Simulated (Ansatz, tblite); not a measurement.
Cost and result up the ladder for the cluster SnSe₂ (3 atoms). Total charge 0; singlet. Geometry: PBE-D4/def2-TZVP.

```xyz
3

Sn   -0.9145    1.1667    0.2058
Se    0.5345   -0.7375    1.1140
Se    0.3800   -0.4292   -1.3199
```

Ansatz on 4 threads of Arm Neoverse V1 on a shared host; xTB runs through tblite on one thread. Times are rough, summed over both states, and most runs start from the orbitals of an earlier one. PBE0-D4/def2-TZVP serves as the yardstick here, not as an exact answer. The other state is a doublet.

In the def2 sets Sn takes a core potential; there is no spin–orbit coupling. The xTB rows come from tblite. The structure comes from a short search, and lower isomers may exist.

Raw xTB energies of ions are shifted by several eV.

```json
{"level": "GFN1-xTB", "functions": "27", "wall time": "0.007 s"}
{"level": "GFN2-xTB", "functions": "27", "wall time": "0.007 s"}
{"level": "PBE-D4/def2-TZVP", "functions": "146", "wall time": "3.8 s"}
{"level": "PBE0-D4/def2-TZVP", "functions": "146", "wall time": "7.1 s"}
{"level": "r2SCAN-D4/def2-TZVP (with forces)", "functions": "146", "wall time": "11 s"}
```

Task: Estimate what each level gives for the vertical IE (eV).

Result: 
```tsv
level	vertical IE (eV)	difference from PBE0-D4/def2-TZVP (eV)
GFN1-xTB	12.77	5.00
GFN2-xTB	12.58	4.81
PBE-D4/def2-TZVP	7.65	-0.12
PBE0-D4/def2-TZVP	7.77	0.00
r2SCAN-D4/def2-TZVP (with forces)	7.77	0.00
```
